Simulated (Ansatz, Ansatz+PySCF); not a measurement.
```yaml
atoms:
  - { symbol: P, position_ang: [0.0000, 0.0000, -1.8910] }
  - { symbol: P, position_ang: [0.0000, 0.0000, 1.8910] }
```

Basis set: 6-31G (spherical functions). Frozen core: 10 orbitals. Charge 0, multiplicity 1.

Computed with Ansatz (development build ahead of 0.2.0); each method stands on the lowest determinant of its kind that the runs found. Restricted open shells among the atoms or ions are ROHF, correlated in semicanonical orbitals with singles.

**Question.** Give the atomization energy at this shape (free ground-state atoms in the same class of orbitals less the molecule, no zero-point energy) of singlet P₂ by full CI (lowest root of this spin), UHF-CCSDT(Q), UHF-CCSD(T), UHF-CCSD, UHF-MP2, UHF, RHF-MP2, RHF, RHF-CCSD(T), RHF-CCSD.

**Answer.**

```
                            method  atomization energy
full CI (lowest root of this spin)             0.09 eV
                      UHF-CCSDT(Q)             0.08 eV
                       UHF-CCSD(T)             0.05 eV
                          UHF-CCSD             0.05 eV
                           UHF-MP2             0.03 eV
                               UHF             0.00 eV
                           RHF-MP2            -5.04 eV
                               RHF            -7.05 eV
                       RHF-CCSD(T)            -3.55 eV
                          RHF-CCSD            -3.83 eV
```

Caution for UHF-CCSDT(Q), UHF-CCSD(T), UHF-CCSD, UHF-MP2: bonds are stretched, where a single reference can fail. Caution for UHF-CCSDT(Q), UHF-CCSD(T), UHF-CCSD, UHF-MP2, UHF, RHF-MP2, RHF, RHF-CCSD(T), RHF-CCSD: the determinant breaks the point group. Caution for UHF-CCSDT(Q), UHF-CCSD(T), UHF-CCSD, UHF-MP2, UHF: the unrestricted determinant is a mixture of spin states. Caution for UHF-MP2, RHF-MP2: another reference gives a lower total. Caution for RHF-MP2, RHF, RHF-CCSD(T), RHF-CCSD: an unrestricted determinant lies well below; the molecule lies well above its atoms at this level. Caution for RHF-MP2, RHF-CCSD(T), RHF-CCSD: large amplitudes, a single reference is doubtful. Caution for RHF-CCSD(T): the amplitudes may be one of several solutions.

This basis has no polarisation functions and is too small for such energies, which can lie far from measured ones in either direction.
